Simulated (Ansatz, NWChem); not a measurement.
Ligand exchange: SiH2Cl2 + SiH3(InH2) → SiH2(SiH3)Cl + InH2Cl

Species: SiH2Cl2 (dichlorosilane (DCS)) `Cl[SiH2]Cl`, singlet; SiH3(InH2), singlet; SiH2(SiH3)Cl, singlet; InH2Cl `[Cl][InH2]`, singlet. The partners trade Cl for SiH3: Si–Cl and In–SiH3 bonds give way to Si–SiH3 and In–Cl.

Shapes, held fixed at every level: PBE0-D4/def2-TZVP. Programs: Ansatz 0.2.0. Electronic energies: no zero-point or thermal term.

| level | kind | ΔE (kJ/mol) | less CCSD(T)/def2-TZVPP |
| --- | --- | --- | --- |
| HF/def2-SVP | Hartree–Fock | -16.4 | -11.0 |
| SPW92/def2-TZVPP | LDA | -3.0 | +2.4 |
| B3LYP-D4/def2-TZVPP | global hybrid | -9.5 | -4.1 |
| BHLYP-D4/def2-TZVPP | global hybrid | -9.9 | -4.5 |
| CCSD/def2-SVP | coupled cluster or CI | -9.4 | -4.0 |
| CCSD/def2-TZVPP | coupled cluster or CI | -5.8 | -0.4 |
| CCSD(T)/def2-TZVPP | coupled cluster or CI | -5.4 | 0.0 |

The highest level, CCSD(T)/def2-TZVPP, gives ΔE = -5.4 kJ/mol; the levels span -16.4 to -3.0. The column of differences is taken from that level and isn't an error. No measured value is set beside it here. For atoms past krypton def2 sets carry core potentials with scalar relativity. Outer-core shells of In are correlated in most correlated rows, in sets that cover them unevenly.
